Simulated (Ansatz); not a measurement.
System: C3H11ClSi2 (charge 0, singlet). 
Coordinates optimised at B3LYP-D3(BJ)/def2-TZVP (Ansatz, a quantum-chemistry and plane-wave program):
SMILES: C[Si]([SiH2]C)(C)Cl
```xyz
17

C      2.7038    -0.7468     0.1820
Si     1.1829    -1.0681    -0.8771
Si    -0.7062    -0.0537     0.0679
C     -1.0934    -0.7326     1.7693
C     -2.2128    -0.1228    -1.0384
Cl    -0.1957     1.9685     0.3137
H      2.5816    -1.1784     1.1771
H      3.5977    -1.1813    -0.2682
H      2.8634     0.3264     0.2970
H      0.9419    -2.5321    -1.0004
H      1.3823    -0.5342    -2.2493
H     -1.9286    -0.1920     2.2193
H     -0.2336    -0.6437     2.4347
H     -1.3652    -1.7891     1.7015
H     -3.0485     0.4153    -0.5864
H     -2.0056     0.3225    -2.0122
H     -2.5180    -1.1605    -1.1955
```
Charge 0, spin multiplicity 1.

Property: atomisation energy (electronic, to ground-state atoms), in kJ/mol. Cores are frozen in the correlated levels unless marked. Open shells are spin-unrestricted. No spin-orbit coupling. Non-relativistic. The coupled-cluster limit lacks core correlation, which all-electron functionals hold. Basis-set limits of correlation are two-point, X^-3; Hartree-Fock from the larger set.

```
level                                        program  atomisation energy (kJ/mol)
------------------------------------  --------------  ---------------------------
HF/aug-cc-pV(D+d)Z                            Ansatz                       4625.1
r2SCAN/def2-TZVPD                             Ansatz                       6133.2
PBE0-D3(BJ)/def2-TZVPD                Ansatz + dftd3                       6138.9
r2SCAN0/def2-TZVPD                            Ansatz                       6090.5
CAM-B3LYP-D3(BJ)/def2-TZVPD           Ansatz + dftd3                       6138.9
MP2/6-31G*                                    Ansatz                       5551.0
SCS-MP2/aug-cc-pV(T+d)Z                       Ansatz                       6055.2
CCSD/STO-3G                                   Ansatz                       6760.4
CCSD(T)/cc-pV(T+d)Z                           Ansatz                       5988.2
CCSD(T)/CBS(cc-pV(T+d)Z,cc-pV(Q+d)Z)          Ansatz                       6140.8
```
